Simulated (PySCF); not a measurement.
Species: C6H9NSi.
Atom-mapped SMILES: `[CH:1]#[C:2]/[C:3](=[N:4]\[SiH3:5])[CH:6]1[CH2:7][CH2:8]1`

Cartesian coordinates in Å at the GFN2-xTB level; atoms count from 1:
```xyz
17
C6H9NSi angstrom
C      0.7506    1.9304    1.5658
C      0.4856    0.9651    0.9014
C      0.2425   -0.1872    0.0930
N      1.1475   -0.8015   -0.5407
Si     2.8378   -0.6215   -0.7362
C     -1.1540   -0.6547    0.0198
C     -2.0588   -0.5114    1.2195
C     -2.2819    0.3489    0.0264
H      0.9701    2.7748    2.1510
H      3.5040    0.4693   -0.0118
H      2.9914   -0.4256   -2.1771
H      3.3639   -1.9085   -0.2847
H     -1.2658   -1.5369   -0.5973
H     -2.7495   -1.3159    1.4204
H     -1.6421   -0.0551    2.1050
H     -2.0187    1.3940    0.0951
H     -3.1295    0.1476   -0.6104
```

NICS = −σ at a ghost point: NICS(0) at the centroid of the ring atoms, NICS(1) 1 Å to either side along the normal of their mean plane, zz for the tensor component along that normal. Level: GIAO PBE0/pcSseg-1 (PySCF, non-relativistic, gas phase) on the GFN2-xTB geometry, one conformer.

Ring bond lengths (Å), with Mayer bond orders in brackets: C6–C7 1.509 (0.92), C7–C8 1.488 (0.98), C8–C6 1.510 (0.91).

Task: Give the NICS values of each ring in ppm.

Result: 
```tsv
ring	type	NICS(0)	NICS(1), two faces	NICS(1)zz, two faces	rms pucker (Å)	centre to ring atoms, mean (Å)
C6–C7–C8	3-membered carbocycle; formal bonds all single	-42.8	-8.3 / -8.7	-26.9 / -24.4	0.00	0.87
```

Task: What do they say, and how far can they be read as aromaticity?

Result: 
- C6–C7–C8: mean NICS(1)zz -25.7 ppm, shielded. C6, C7, C8 have four or more neighbours, so the value isn't read as a sign of a π ring current. A hydrogen on C7, outside the ring, lies only 1.45 Å from a NICS(1) probe, which then mostly feels that atom. NICS(0) lies 34 ppm below the mean NICS(1).

Task: At the first NICS(1) probe listed for ring C6–C7–C8, 1 Å off the ring, how large is the induced field along the normal in 7.05 T applied along it?

Result: NICSzz × B0 = -26.9 ppm × 7.05 T = -190 μT, against the applied field.

Task: How shielded are the nuclei of the rings and their hydrogens (means over atoms taken as equivalent)?

Result: 
| atoms | environment | σ isotropic (ppm) |
| --- | --- | --- |
| C6 | three-membered-ring carbon | 157.6 |
| C7 (×2) | three-membered-ring carbon | 176.6 |
| H13 | methine hydrogen | 29.65 |
| H14 (×2) | methylene hydrogen | 30.81 |
| H15 (×2) | methylene hydrogen | 30.60 |
